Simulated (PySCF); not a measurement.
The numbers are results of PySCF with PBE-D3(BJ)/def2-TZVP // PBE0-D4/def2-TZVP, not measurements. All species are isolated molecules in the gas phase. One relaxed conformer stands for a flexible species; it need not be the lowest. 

Reference species (SMILES): `[BH2]` (neutral, multiplicity 2).

```
Item                              Value
-----------------------------  --------
highest occupied spin orbital  -4.92 eV
```

Changed species: `B[CH2]` (radical fragment; the reference has radical fragment).

Give the shifts of the highest occupied spin orbital.

the highest occupied spin orbital drops by 1.82 eV, to -6.74 eV.
